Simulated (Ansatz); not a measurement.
Compare A (`N=CC(O)=C[SiH3]`) with its isomer B (`C#COC(N)[SiH3]`).

Computed with Ansatz on PBE0-D4/def2-TZVP structures; ΔE is electronic, products minus reactants. CCSD(T)/CBS is the MP2 limit (def2-TZVPP, def2-QZVPP) plus CCSD(T) − MP2 in def2-TZVPP, frozen cores. DFT in def2-TZVPP. One conformer a species, not always the lowest.

Q: Which is lower in electronic energy at CCSD(T)/CBS, and by how much? (Estimate.)

A: The calculation gave: A, by 40.8 kcal/mol.

Q: Give E(B) − E(A) in kcal/mol with PBE0-D4, HF/def2-TZVPP, CCSD/def2-TZVPP, r2SCAN-D4, BLYP-D4, CCSD(T)/def2-TZVPP, PBE-D4. (Estimate.)

A: Ansatz gave: PBE0-D4 41.8, HF/def2-TZVPP 39.9, CCSD/def2-TZVPP 40.8, r2SCAN-D4 42.7, BLYP-D4 40.9, CCSD(T)/def2-TZVPP 41.5, PBE-D4 41.9. None reverses the order clearly.

Q: Does the order hold for the free energy at 298.15 K (harmonic terms from PBE0-D4)? (Best estimate.)

A: Ansatz gave: Yes: G(B) − G(A) = +40.1 kcal/mol, for one conformer each. Modes under 60 cm⁻¹, often nearly free rotors, make the harmonic entropy too high.

Largest T1 diagnostic: 0.013.

Leaving LDA and LC-ωPBE aside and taking each functional with its dispersion term where it has one, the values, not all of them listed here, spread over 5.4 kcal/mol, from CAM-B3LYP-D4 to B97M-V. LDA lies −1.3 kcal/mol from PBE without D4. At CCSD(T), def2-SVP lies +0.9 kcal/mol from the extrapolated value and def2-TZVPP +0.7 kcal/mol.
